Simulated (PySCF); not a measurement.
## 29Si chemical shifts

Method: PBE0/pcSseg-1 with gauge-including orbitals, GFN2-xTB geometry, in PySCF 2.14.0 with density-fitted response routines (gas phase, fast rotation and ring inversion assumed for equivalent nuclei, relativity neglected, one computed conformer).

Shieldings were converted by a linear fit to measured shifts: 29Si (scatter 8.9 ppm rms, 25.8 ppm with the 6 outliers that the fit left out vs TMS, solution or neat liquid). A few per cent of atoms miss by over 2 rms, more outside the fitted compound classes.

**Question.** Give the 29Si shifts of `[SiH3]OC[SiH2][Si@H](Cl)CCl`, `F[SiH2][Si]([SiH3])([SiH3])N[SiH3]`, `CCO[Si@H](O)[SiH2][SiH2]C#N`.

**Answer.** 
```tsv
compound	environment	δ (ppm)
[SiH3:1][O:2][CH2:3][SiH2:4][Si@H:5]([Cl:6])[CH2:7][Cl:8]	Si5: silicon bonded to C, Cl, Si, H	-17.9
[SiH3:1][O:2][CH2:3][SiH2:4][Si@H:5]([Cl:6])[CH2:7][Cl:8]	Si1: silicon bonded to O, 3 H	-32.9
[SiH3:1][O:2][CH2:3][SiH2:4][Si@H:5]([Cl:6])[CH2:7][Cl:8]	Si4: silicon bonded to C, Si, 2 H	-50.1
[F:1][SiH2:2][Si:3]([SiH3:4])([SiH3:5])[NH:6][SiH3:7]	Si2: silicon bonded to F, Si, 2 H	-1.3
[F:1][SiH2:2][Si:3]([SiH3:4])([SiH3:5])[NH:6][SiH3:7]	Si3: silicon bonded to N, 3 Si	-43.2
[F:1][SiH2:2][Si:3]([SiH3:4])([SiH3:5])[NH:6][SiH3:7]	Si7: silicon bonded to N, 3 H	-48.7
[F:1][SiH2:2][Si:3]([SiH3:4])([SiH3:5])[NH:6][SiH3:7]	Si4/5: silicon bonded to Si, 3 H (×2)	-97.9
[CH3:1][CH2:2][O:3][Si@H:4]([OH:5])[SiH2:6][SiH2:7][C:8]#[N:9]	Si4: silicon bonded to 2 O, Si, H	-21.4
[CH3:1][CH2:2][O:3][Si@H:4]([OH:5])[SiH2:6][SiH2:7][C:8]#[N:9]	Si7: silicon bonded to C, Si, 2 H	-91.4
[CH3:1][CH2:2][O:3][Si@H:4]([OH:5])[SiH2:6][SiH2:7][C:8]#[N:9]	Si6: silicon bonded to 2 Si, 2 H	-116.5
```

**Question.** Order these by 29Si shift, lowest first.
A. N#CC1=C(CCl)[C@H]1[SiH2]Cl
B. CCC(C)(C)O[SiH2]P
C. CO[Si](OC)(OC)OC

**Answer.** C (-80.2 ppm, silicon bonded to 4 O), B (-31.7 ppm, silicon bonded to O, P, 2 H), A (-19.7 ppm, silicon bonded to C, Cl, 2 H).
